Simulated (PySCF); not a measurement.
## Radial density of Co+ (cobalt, charge +1)

B2PLYP, [Ar] 3d7 4s1, high-spin 5F determinant (an excited configuration). Computed with PySCF 2.14 in aug-cc-pVDZ-DK (7s6p4d2f, 59 functions), with the spin-free X2C one-electron Hamiltonian (Gaussian nucleus).

| r (bohr) | 4πr²ρ (e/bohr) | 4πr²(ρα − ρβ) |
| --- | --- | --- |
| 0.000997 | 0.2424 | 0.0001 |
| 0.00168 | 0.6094 | 0.0003 |
| 0.00282 | 1.499 | 0.0007 |
| 0.00474 | 3.559 | 0.0017 |
| 0.00798 | 7.952 | 0.0037 |
| 0.0134 | 15.96 | 0.0073 |
| 0.0226 | 26.59 | 0.0112 |
| 0.0380 | 32.73 | 0.0104 |
| 0.0639 | 27.82 | 0.0055 |
| 0.107 | 27.54 | 0.0447 |
| 0.181 | 36.74 | 0.2611 |
| 0.304 | 21.03 | 1.0722 |
| 0.511 | 16.14 | 2.6896 |
| 0.860 | 15.47 | 2.6186 |
| 1.45 | 4.085 | 1.2155 |
| 2.43 | 0.8460 | 0.5830 |
| 4.09 | 0.1281 | 0.1186 |
| 6.88 | 0.001433 | 0.0014 |
| 11.6 | 2.449e-05 | 0.0000 |

Densities and radii are taken from the X2C orbitals without a picture-change correction, which distorts them close to the nucleus.
